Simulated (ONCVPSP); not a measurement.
# Which change was made? (B, ONCV)

ONCVPSP 4.0.1 input, shortened (lines: element, Z, core and valence counts, functional; n l f; lmax; l rc ep ncon nbas qcut; lloc lpopt rc5 dvloc0; l nproj debl; icmod fcfact rcfact), PBE, scalar-relativistic:

```
  B 5.00    1    2        4      upf
    1    0    2.00
    2    0    1.50
    2    1    1.50
    2
    0    1.60    0.00    4    9    5.00
    1    2.85    0.00    5   10    5.10
    2    2.35    0.10    4    8    3.70
    4    5    1.00    0.00
    0    3    3.30
    1    1    2.30
    2    2    3.60
    1    0.30    0.00
```

Cutoffs, loose and tight: the cutoffs (Ha) at which the residual kinetic energy of the hardest occupied pseudo-wave falls to 1 and 0.1 mHa per electron. They do not see the model core or the augmentation charge, which bear on the density cutoff. Test errors are all-electron minus pseudo excitation energies from the reference, over the configurations 2s2 2p1; 2s2 2p0; 2s1 2p0; 2s2 2p0.5; variants that change the core or the reference have their own tests.

The base gives: outcome: generated; cutoff, loose: 9.4 Ha; cutoff, tight: 14 Ha; bound ghosts: d; GHOST(+) flags above zero: none; largest test error (meV): +259.

(1) After one change the result is: outcome: generated; cutoff, loose: 11 Ha; cutoff, tight: 39 Ha; bound ghosts: none; GHOST(+) flags above zero: s, d; largest test error (meV): +162. Which change was it?
A. all radii but the core radius scaled by about 1.04 (s 1.66, p 2.96, d 2.44 bohr); local potential polynomial inside 1.04 bohr (lpopt 5, dvloc0 0 Ha)
B. all radii but the core radius scaled by about 0.80 (s 1.28, p 2.28, d 1.88 bohr); local potential polynomial inside 0.80 bohr (lpopt 5, dvloc0 0 Ha)
C. all radii but the core radius scaled by about 0.90 (s 1.44, p 2.56, d 2.10 bohr); local potential polynomial inside 0.90 bohr (lpopt 5, dvloc0 0 Ha)
D. all radii but the core radius scaled by about 1.27 (s 2.04, p 3.62, d 2.98 bohr); local potential polynomial inside 1.28 bohr (lpopt 5, dvloc0 0 Ha)
E. all radii but the core radius scaled by about 1.14 (s 1.82, p 3.26, d 2.68 bohr); local potential polynomial inside 1.14 bohr (lpopt 5, dvloc0 0 Ha)

Answers

(1) B. The others give: all radii but the core radius scaled by about 1.04 (s 1.66, p 2.96, d 2.44 bohr); local potential polynomial inside 1.04 bohr (lpopt 5, dvloc0 0 Ha) → outcome: generated; cutoff, loose: 9.1 Ha; cutoff, tight: 12 Ha; bound ghosts: none; GHOST(+) flags above zero: none; largest test error (meV): +280 | all radii but the core radius scaled by about 1.27 (s 2.04, p 3.62, d 2.98 bohr); local potential polynomial inside 1.28 bohr (lpopt 5, dvloc0 0 Ha) → outcome: generated; cutoff, loose: 7.3 Ha; cutoff, tight: 9.8 Ha; bound ghosts: none; GHOST(+) flags above zero: none; largest test error (meV): +460 | all radii but the core radius scaled by about 0.90 (s 1.44, p 2.56, d 2.10 bohr); local potential polynomial inside 0.90 bohr (lpopt 5, dvloc0 0 Ha) → outcome: generated; cutoff, loose: 10 Ha; cutoff, tight: 24 Ha; bound ghosts: none; GHOST(+) flags above zero: d; largest test error (meV): +206 | all radii but the core radius scaled by about 1.14 (s 1.82, p 3.26, d 2.68 bohr); local potential polynomial inside 1.14 bohr (lpopt 5, dvloc0 0 Ha) → outcome: generated; cutoff, loose: 8.4 Ha; cutoff, tight: 11 Ha; bound ghosts: none; GHOST(+) flags above zero: d; largest test error (meV): +356.
